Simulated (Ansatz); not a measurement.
`CCB(S)Br` + H₂O → `CCB(O)Br` + H₂S  (formal hydrolysis of a B–S bond)

Gas-phase electronic energies from Ansatz, PBE0-D4/def2-TZVP geometries. CBS: MP2 limit from def2 TZ/QZ plus the TZ coupled-cluster correction, frozen cores. This one scheme is used for every species. DFT in def2-TZVPP. For Br outer-core shells are correlated without core-valence functions, which leaves a few kJ/mol of doubt a bond. Scalar relativity is left out up to krypton. Each species was taken in one conformer, which may not be the lowest.

| species | r2SCAN energy (Eh) |
| --- | --- |
| `CCB(S)Br` | -3077.04040 |
| H₂O | -76.42320 |
| `CCB(O)Br` | -2754.10988 |
| H₂S | -399.37417 |

(1) Work out ΔE.

Largest T1 diagnostic among the species: 0.011.

Results:

(1) ΔE = (-2754.10988) + (-399.37417) − (-3077.04040) − (-76.42320) = -0.02045 Eh = -53.7 kJ/mol. CCSD(T)/CBS gives -48.3 kJ/mol.

Leaving LDA and LC-ωPBE aside and taking each functional with its dispersion term where it has one, the values, not all of them listed here, spread over 21.3 kJ/mol, from CAM-B3LYP-D4 to revPBE-D4. LDA lies −3.8 kJ/mol from PBE without D4. From BLYP to BHLYP (50 % exact exchange), in def2-TZVPP and without D4, ΔE moves by −4.7 kJ/mol.
